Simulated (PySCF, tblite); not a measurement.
Species: C2H7NS2Si.
Bonds: N1–Si2, Si2–S3, S3–C4, C4–C5, C5–S6, Si2–S6. Hydrogens: H7, H8 on N1; H9 on Si2; H10, H11 on C4; H12, H13 on C5.

Computed with GFN2-xTB (tblite), gas phase: Langevin dynamics at 300 K from the optimised GFN2-xTB geometry, time step 0.5 fs, friction 0.01 fs⁻¹, 2000 steps. Over the second half of the run the saved frames average 349 K.

Frame at 250 fs, instantaneous temperature 401 K:
```
atom  x, y, z in Å
N1      2.264   -0.486   -0.427
Si2     0.943   -0.151    0.603
S3     -0.524   -1.707    0.291
C4     -1.937   -0.634   -0.052
C5     -1.820    0.771    0.498
S6     -0.248    1.567    0.054
H7      3.199   -0.129   -0.421
H8      2.338   -1.304   -1.014
H9      1.272   -0.100    2.024
H10    -2.805   -1.096    0.478
H11    -2.219   -0.683   -1.069
H12    -1.880    0.744    1.607
H13    -2.654    1.499    0.158
```

Frame at 425 fs, instantaneous temperature 321 K:
```
atom  x, y, z in Å
N1      1.740   -0.718   -0.518
Si2     0.801   -0.340    0.813
S3     -0.832   -1.722    0.875
C4     -2.210   -0.563    0.373
C5     -1.976    0.886    0.610
S6     -0.262    1.561    0.430
H7      2.273   -0.032   -1.033
H8      1.907   -1.633   -0.856
H9      1.523   -0.325    2.044
H10    -3.054   -0.973    0.936
H11    -2.339   -0.793   -0.648
H12    -2.338    1.093    1.672
H13    -2.609    1.510   -0.035
```

Frame at 625 fs, instantaneous temperature 305 K:
```
atom  x, y, z in Å
N1      1.986   -0.781   -0.548
Si2     0.904   -0.263    0.644
S3     -0.631   -1.686    0.969
C4     -2.066   -0.624    0.477
C5     -1.867    0.888    0.681
S6     -0.249    1.458    0.019
H7      1.542   -1.362   -1.357
H8      2.888   -1.170   -0.424
H9      1.575   -0.062    1.958
H10    -2.952   -0.948    1.019
H11    -2.190   -0.808   -0.558
H12    -1.959    1.174    1.730
H13    -2.631    1.400    0.129
```

Frame at 800 fs, instantaneous temperature 302 K:
```
atom  x, y, z in Å
N1      1.949   -0.855   -0.622
Si2     0.928    0.011    0.435
S3     -0.648   -1.325    1.115
C4     -2.029   -0.363    0.571
C5     -1.697    1.061    0.564
S6     -0.439    1.293   -0.736
H7      1.638   -1.776   -1.003
H8      2.786   -0.485   -1.034
H9      1.568    0.662    1.565
H10    -2.735   -0.635    1.285
H11    -2.470   -0.729   -0.464
H12    -1.242    1.216    1.536
H13    -2.555    1.706    0.424
```

Frame at 1000 fs, instantaneous temperature 362 K:
```
atom  x, y, z in Å
N1      1.673   -1.019   -0.593
Si2     0.708    0.022    0.408
S3     -0.451   -1.379    1.584
C4     -1.968   -0.918    0.697
C5     -2.208    0.489    0.321
S6     -0.804    0.918   -0.783
H7      1.856   -1.750    0.076
H8      2.422   -0.752   -1.140
H9      1.251    0.857    1.508
H10    -2.772   -1.120    1.358
H11    -2.092   -1.570   -0.191
H12    -2.147    1.177    1.169
H13    -3.235    0.674   -0.039
```

**Question.** What do single points at PBE0/pcSseg-1 (PySCF, gas phase) give on these frames?

**Answer.** 
```tsv
t (fs)	GFN2-xTB E above start (eV)	DFT E above lowest frame (eV)	HOMO (eV)	LUMO (eV)	dipole (D)
250	0.33	0.09	-6.75	-0.16	0.53
425	0.36	0.24	-6.70	-0.31	1.19
625	0.37	0.00	-6.74	-0.21	1.11
800	0.62	0.43	-6.70	-0.18	0.66
1000	0.65	0.62	-6.89	-0.47	0.47
```

The two levels order the frames alike by energy but for pairs within 0.08 eV at one level; measured from each level's lowest frame they differ by 0.30 eV at most. The HOMO–LUMO gap runs from 6.39 to 6.59 eV. These are instantaneous structures, not minima.

**Question.** And the isotropic GIAO shieldings (ppm) from the same runs?

**Answer.** 
| atom | 250 fs | 425 fs | 625 fs | 800 fs | 1000 fs | mean | range |
| --- | --- | --- | --- | --- | --- | --- | --- |
| N1 | 246.3 | 235.6 | 226.2 | 235.7 | 231.3 | 235.0 | 20.1 |
| Si2 | 335.3 | 328.0 | 335.8 | 333.3 | 326.9 | 331.9 | 8.9 |
| S3 | 630.5 | 556.4 | 609.0 | 583.4 | 599.7 | 595.8 | 74.1 |
| C4 | 152.9 | 146.8 | 144.8 | 149.7 | 150.2 | 148.9 | 8.1 |
| C5 | 142.7 | 144.2 | 144.0 | 147.5 | 142.8 | 144.2 | 4.8 |
| S6 | 582.3 | 520.1 | 588.6 | 549.8 | 557.7 | 559.7 | 68.5 |
| H7 | 31.0 | 30.8 | 29.0 | 28.9 | 30.7 | 30.1 | 2.1 |
| H8 | 30.5 | 31.1 | 30.4 | 30.4 | 31.4 | 30.8 | 1.0 |
| H9 | 25.5 | 25.8 | 25.2 | 25.6 | 24.8 | 25.4 | 1.0 |
| H10 | 28.4 | 28.4 | 28.9 | 29.6 | 29.4 | 28.9 | 1.2 |
| H11 | 29.7 | 28.9 | 29.0 | 27.4 | 28.4 | 28.7 | 2.3 |
| H12 | 28.2 | 27.5 | 28.8 | 29.8 | 28.7 | 28.6 | 2.3 |
| H13 | 27.1 | 28.3 | 29.1 | 28.9 | 28.3 | 28.3 | 2.0 |

The cost below is that of the whole dynamics run. On an Arm Neoverse V1 with one thread, on a shared host, this took 13 s of wall time and 0.18 GiB of memory at its peak.
